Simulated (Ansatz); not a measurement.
Basis sets compared for the cluster Be₂S₂⁺ (the lowest doublet isomer of a short search). Total charge 1; doublet. Geometry PBE0-D4/def2-TZVP. Ansatz on 4 threads of Arm Neoverse V2 on a shared host; times are rough, and most runs start from earlier orbitals.

```xyz
4

Be    0.790   -0.596   -0.277
Be   -0.791    0.595    0.279
S    -0.898   -0.620   -1.228
S     0.899    0.622    1.227
```

At HF/STO-3G, HF/def2-TZVP the charge 1 doublet is spin-contaminated (final ⟨S²⟩ up to 0.93, 0.75 for a pure state). The structure comes from a short search, and lower isomers may exist.

```csv
level,functions,energy (Eh),HOMO (eV),LUMO (eV),wall time
HF/STO-3G,28,-815.2165,-13.49,-3.72,0.1 s
PBE-D4/def2-SVP,54,-824.9847,-12.89,-11.85,0.55 s
PBE0-D4/def2-SVP,54,-825.0547,-14.09,-11.06,0.65 s
```

(1) Estimate the rows for HF/def2-TZVP, PBE-D4/def2-TZVP (with forces), PBE0-D4/def2-TZVP.

Answers

(1) 
```json
{"level": "HF/def2-TZVP", "functions": "112", "energy (Eh)": "-824.1894", "HOMO (eV)": "-14.69", "LUMO (eV)": "-6.99", "wall time": "0.95 s"}
{"level": "PBE-D4/def2-TZVP (with forces)", "functions": "112", "energy (Eh)": "-825.3036", "HOMO (eV)": "-12.68", "LUMO (eV)": "-11.63", "wall time": "1.2 s"}
{"level": "PBE0-D4/def2-TZVP", "functions": "112", "energy (Eh)": "-825.3737", "HOMO (eV)": "-13.76", "LUMO (eV)": "-10.82", "wall time": "1.7 s"}
```
